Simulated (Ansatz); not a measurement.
Computed with Ansatz on PBE0-D4/def2-TZVP structures; ΔE is electronic, products minus reactants. CBS: MP2 limit from def2 TZ/QZ plus the TZ coupled-cluster correction, frozen cores. Functionals use def2-TZVPP. B3LYP here is the variant with VWN-RPA as its local correlation; programs differ in this. Each species was taken in one conformer, which may not be the lowest.

Reaction (cleavage of the B–Si bond): `B[SiH]([SiH3])Cl` + `OC[SiH](F)F` → `BOC[SiH](F)F` + `[SiH3][SiH2]Cl`

Is it downhill or uphill in electronic energy at CCSD(T)/CBS, and by how much? (Estimate.)

Computed: Downhill: ΔE = -39.5 kcal/mol.

What do these levels give: r2SCAN-D4, PBE0-D4, B3LYP-D4, ωB97X-V, B2PLYP, PBE, B3LYP, MP2/def2-TZVPP, SCS-MP2/def2-TZVPP, CCSD/def2-TZVPP, CCSD(T)/def2-TZVPP, MP2/CBS(def2)? (Best estimate.)

Ansatz gave: r2SCAN-D4 -38.6, PBE0-D4 -37.4, B3LYP-D4 -40.2, ωB97X-V -39.4, B2PLYP -41.2, PBE -37.2, B3LYP -40.7, MP2/def2-TZVPP -41.2, SCS-MP2/def2-TZVPP -41.5, CCSD/def2-TZVPP -40.0, CCSD(T)/def2-TZVPP -40.0, MP2/CBS(def2) -40.6 kcal/mol.

Largest T1 diagnostic among the species: 0.013.

In def2-TZVPP, CCSD(T) changes the Hartree–Fock value by +2.2 kcal/mol (the triples alone add +0.0 kcal/mol) and MP2 by +1.0 kcal/mol.
